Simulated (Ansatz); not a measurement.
Harmonic frequencies (cm⁻¹) at PBE0-D4/def2-TZVP from Ansatz: 46, 108, 114, 150, 154, 176, 189, 220, 515, 553, 593, 640, 649, 768, 775, 842, 858, 1231, 1448, 1450, 1562, 3078, 3178, 3184, 3552, 3651, 3887.

Each molecule was computed in one conformer, which needn't be the lowest.

(1) Which molecule is it?
A. `C[O][SnH]([NH2])[F]`
B. `[CH3][Sn]([NH2])([OH])[F]`
C. `C#CBBC`
D. `OP1[O][GeH2][SiH2]1`

Results:

(1) B.
